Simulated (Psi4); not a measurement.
propane (C$_{3}$H$_{8}$), singlet, at a GFN2-xTB geometry; MP2/6-31G (Psi4 1.11).

Here is a job for Psi4.
```
memory 2 GB

molecule {
0 1
C     0.00019816   -0.00959544    0.59262286
C     0.00203840    1.26473711   -0.24264066
C    -0.00221431   -1.25621880   -0.28345724
H    -0.88125307   -0.01855469    1.23781232
H     0.88208063   -0.02151901    1.23717471
H     0.00374846    2.14435597    0.39712642
H    -0.00350616   -2.15608872    0.32749829
H     0.88367895    1.30120929   -0.87915334
H    -0.87993462    1.30417409   -0.87851563
H    -0.88428061   -1.27207466   -0.92022745
H     0.87933296   -1.27503946   -0.92086516
}

set {
  basis 6-31g
}

energy('mp2')
print_variables()
```

**Question.** What does Psi4 print? Leave out banner, timings and long lists.

**Answer.** 
```
    SCF Algorithm Type (re)set to DF.

   => Loading Basis Set <=

    Name: 6-31G
    Role: ORBITAL
    Keyword: BASIS

         ---------------------------------------------------------
                                   SCF
               by Justin Turney, Rob Parrish, Andy Simmonett
                          and Daniel G. A. Smith
                              RHF Reference
         ---------------------------------------------------------

  ==> Geometry <==

    Molecular point group: c1
    Full point group: C1

    Geometry (in Angstrom), charge = 0, multiplicity = 1:

       Center              X                  Y                   Z               Mass
    ------------   -----------------  -----------------  -----------------  -----------------
         C            0.000195153013    -0.009449915717     0.583635049083    12.000000000000
         C            0.002035393013     1.264882634283    -0.251628470917    12.000000000000
         C           -0.002217316987    -1.256073275717    -0.292445050917    12.000000000000
         H           -0.881256076987    -0.018409165717     1.228824509083     1.007825032230
         H            0.882077623013    -0.021373485717     1.228186899083     1.007825032230
         H            0.003745453013     2.144501494283     0.388138609083     1.007825032230
         H           -0.003509166987    -2.155943195717     0.318510479083     1.007825032230
         H            0.883675943013     1.301354814283    -0.888141150917     1.007825032230
         H           -0.879937626987     1.304319614283    -0.887503440917     1.007825032230
         H           -0.884283616987    -1.271929135717    -0.929215260917     1.007825032230
         H            0.879329953013    -1.274893935717    -0.929852970917     1.007825032230

  Running in c1 symmetry.

  Rotational constants: A =      0.98062  B =      0.28642  C =      0.25295 [cm^-1]
  Rotational constants: A =  29398.25328  B =   8586.78432  C =   7583.35660 [MHz]
  Nuclear repulsion =   82.952764629249899

  Charge       = 0
  Multiplicity = 1
  Electrons    = 26
  Nalpha       = 13
  Nbeta        = 13

  ==> Algorithm <==

  SCF Algorithm Type is DF.
  DIIS enabled.
  MOM disabled.
  Fractional occupation disabled.
  Guess Type is SAD.
  Energy threshold   = 1.00e-08
  Density threshold  = 1.00e-08
  Integral threshold = 1.00e-12

  ==> Primary Basis <==

  Basis Set: 6-31G
    Blend: 6-31G
    Number of shells: 31
    Number of basis functions: 43
    Number of Cartesian functions: 43
    Spherical Harmonics?: false
    Max angular momentum: 1

   => Loading Basis Set <=

    Name: (6-31G AUX)
    Role: JKFIT
    Keyword: DF_BASIS_SCF

  ==> Integral Setup <==

  SCF_SUBTYPE=INCORE selected. In-core MEM_DF algorithm will be used.
  Using in-core AOs.

  ==> MemDFJK: Density-Fitted J/K Matrices <==

    J tasked:                   Yes
    K tasked:                   Yes
    wK tasked:                   No
    Algorithm:                 Core
    Schwarz Cutoff:           1E-12
    Mask sparsity (%):       0.1082
    Fitting Condition:        1E-10

   => Auxiliary Basis Set <=

  Basis Set: (6-31G AUX)
    Blend: CC-PVDZ-JKFIT
    Number of shells: 144
    Number of basis functions: 443
    Number of Cartesian functions: 443
    Spherical Harmonics?: false
    Max angular momentum: 3

  Minimum eigenvalue in the overlap matrix is 7.2369142209E-03.
  Reciprocal condition number of the overlap matrix is 1.3644225982E-03.
    Using symmetric orthogonalization.

  ==> Pre-Iterations <==

  SCF Guess: Superposition of Atomic Densities via on-the-fly atomic UHF (no occupation information).

   -------------------------
    Irrep   Nso     Nmo
   -------------------------
     A         43      43
   -------------------------
    Total      43      43
   -------------------------

  ==> Iterations <==

                           Total Energy        Delta E     RMS |[F,P]|

[...]
  Energy and wave function converged.

  ==> Post-Iterations <==

    Orbital Energies [Eh]
    ---------------------

    Doubly Occupied:

[...]
      13A     -0.465415

    Virtual:

[...]
    Final Occupation by Irrep:
              A
    DOCC [    13 ]
    NA   [    13 ]
    NB   [    13 ]

  @DF-RHF Final Energy:  -118.21570161290335

   => Energetics <=

    Nuclear Repulsion Energy =             82.9527646292498986
    One-Electron Energy =                -322.0492221661206713
    Two-Electron Energy =                 120.8807559239674418
    Total Energy =                       -118.2157016129033451

Computation Completed

Properties will be evaluated at   0.000000,   0.000000,   0.000000 [a0]

Properties computed using the SCF density matrix

 Multipole Moments:

 ------------------------------------------------------------------------------------
     Multipole            Electronic (a.u.)      Nuclear  (a.u.)        Total (a.u.)
 ------------------------------------------------------------------------------------

 L = 1.  Multiply by 2.5417464519 to convert [e a0] to [Debye]
 Dipole X            :          0.0001553           -0.0001477            0.0000077
 Dipole Y            :         -0.0075209            0.0071501           -0.0003708
 Dipole Z            :          0.4644966           -0.4415972            0.0228994
 Magnitude           :                                                    0.0229024

 ------------------------------------------------------------------------------------

  //>>>>>>>>>>>>>>>>>>>>>>>>>>>>>>>>>>>//
  //               DFMP2               //
  //<<<<<<<<<<<<<<<<<<<<<<<<<<<<<<<<<<<//

   => Loading Basis Set <=

    Name: (6-31G AUX)
    Role: RIFIT
    Keyword: DF_BASIS_MP2

	 --------------------------------------------------------
	                          DF-MP2
	      2nd-Order Density-Fitted Moller-Plesset Theory

	        Rob Parrish, Justin Turney, Andy Simmonett,
	           Ed Hohenstein, and C. David Sherrill
	 --------------------------------------------------------

   => Auxiliary Basis Set <=

  Basis Set: (6-31G AUX)
    Blend: CC-PVDZ-RI
    Number of shells: 102
    Number of basis functions: 280
    Number of Cartesian functions: 318
    Spherical Harmonics?: true
    Max angular momentum: 3

	 --------------------------------------------------------
	                 NBF =    43, NAUX =   280
	 --------------------------------------------------------
	   CLASS    FOCC     OCC    AOCC    AVIR     VIR    FVIR
	   PAIRS       0      13      13      30      30       0
	 --------------------------------------------------------

	-----------------------------------------------------------
	 ==================> DF-MP2 Energies <====================
	-----------------------------------------------------------
	 Reference Energy          =    -118.2157016129033451 [Eh]
	 Singles Energy            =      -0.0000000000000000 [Eh]
	 Same-Spin Energy          =      -0.0560124303267774 [Eh]
	 Opposite-Spin Energy      =      -0.2260349329883911 [Eh]
	 Correlation Energy        =      -0.2820473633151684 [Eh]
	 Total Energy              =    -118.4977489762185172 [Eh]
	-----------------------------------------------------------
	 ================> DF-SCS-MP2 Energies <==================
	-----------------------------------------------------------
	 SCS Same-Spin Scale       =       0.3333333333333333 [-]
	 SCS Opposite-Spin Scale   =       1.2000000000000000 [-]
	 SCS Same-Spin Energy      =      -0.0186708101089258 [Eh]
	 SCS Opposite-Spin Energy  =      -0.2712419195860692 [Eh]
	 SCS Correlation Energy    =      -0.2899127296949950 [Eh]
	 SCS Total Energy          =    -118.5056143425983350 [Eh]
	-----------------------------------------------------------

  Variable Map:
  ----------------------------------------------------------------------------
[...]
  Array Variable Map:
  ----------------------------------------------------------------------------
[...]
[...]
```
